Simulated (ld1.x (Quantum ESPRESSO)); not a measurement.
B: one change to a TM potential, before and after

ld1.x (Quantum ESPRESSO) 7.5 input, shortened:

```
&input
   title='B', zed=5., rel=0, dft='PZ', iswitch=3,
   config='[He] 2s2 2p1'
 /
 &inputp
   pseudotype=2, tm=.true., lloc=-1, rcloc=1.85,
   nlcc=.true.
 /
2
2S  1  0   2.00   0.00  1.70  1.70  0.0
2P  2  1   1.00   0.00  3.00  3.00  0.0
 &test
   configts(1)='2s2 2p1'
 /
```

Change: reference 2s2 2p0.5.

Cutoffs: the cutoffs (Ry, on a coarse ladder) from which the occupation-weighted sum of valence levels, in a spherical-Bessel basis at the reference potential, stays within 10 and 1 mRy of its value at 400 Ry; they do not see the model core or the augmentation charge, which bear on the density cutoff. Errors are all-electron minus pseudo energies relative to the spin-unpolarised reference configuration.

**Question.** What does the change do?

**Answer.** The potential gets neither clearly harder nor softer (18 Ry and 40 Ry → 18 Ry and 40 Ry); the range in which the s phases agree widens (upper end 1.1 → 4.0); neither file shows a bound ghost.

| quantity | base | changed |
| --- | --- | --- |
| cutoff, loose | 18 Ry | 18 Ry |
| cutoff, tight | 40 Ry | 40 Ry |
| loose cutoff by channel (10 mRy a level) | s 12 Ry, p 12 Ry | s 15 Ry, p 12 Ry |
| bound ghosts | none | none |
| largest error over its own tests, meV | +251 | +137 |
| s: phases at 3.27 bohr within 0.05 rad from the reference energy up to (Ry; the scan ends near 5) | 1.1 | 4.0 |
| p: phases at 3.27 bohr within 0.05 rad from the reference energy up to (Ry; the scan ends near 5) | 0.8 | 0.5 |
